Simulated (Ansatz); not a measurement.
Basis sets compared for HfSi₅ (the lowest singlet isomer of a short search). Charge 0, multiplicity 1. Geometry PBE0-D4/def2-SVP. Ansatz on 4 threads of Arm Neoverse V2 on a shared host; times are rough, and most runs start from earlier orbitals.

```xyz
6

Hf   -1.617    0.329    1.097
Si    0.907   -0.399    0.840
Si   -0.854   -1.989    0.354
Si    0.147    1.799    0.089
Si    1.854    0.445   -1.171
Si   -0.437   -0.186   -1.209
```

In the def2 sets Hf takes a core potential; there is no spin–orbit coupling. The structure comes from a short search, and lower isomers may exist.

Binding counts from free atoms (Hf triplet, Si triplet) in the same basis, without a counterpoise term.

| level | functions | energy (Eh) | HOMO (eV) | LUMO (eV) | binding per atom (eV) | wall time |
| --- | --- | --- | --- | --- | --- | --- |
| PBE-D4/def2-SVP | 122 | -1494.2988 | -4.63 | -3.56 | 3.68 | 2 s |
| PBE-D4/def2-TZVP (with forces) | 225 | -1494.8116 | -4.55 | -3.51 | 3.74 | 4 s |
| r2SCAN-D4/def2-TZVP | 225 | -1495.3749 | -4.67 | -3.36 | 3.62 | 9 s |
| PBE0-D4/def2-SVP | 122 | -1494.3691 | -5.44 | -2.98 | 3.50 | 2.6 s |
| PBE0-D4/def2-TZVP | 225 | -1494.8800 | -5.33 | -2.92 | 3.58 | 5.5 s |

(1) Estimate the rows for PBE-D4/def2-TZVPD, r2SCAN-D4/def2-TZVPD, PBE0-D4/def2-TZVPD.

## Answers

(1) 
| level | functions | energy (Eh) | HOMO (eV) | LUMO (eV) | binding per atom (eV) | wall time |
| --- | --- | --- | --- | --- | --- | --- |
| PBE-D4/def2-TZVPD | 258 | -1494.8125 | -4.56 | -3.52 | 3.74 | 4.8 s |
| r2SCAN-D4/def2-TZVPD | 258 | -1495.3758 | -4.68 | -3.37 | 3.62 | 13 s |
| PBE0-D4/def2-TZVPD | 258 | -1494.8809 | -5.34 | -2.93 | 3.59 | 8 s |
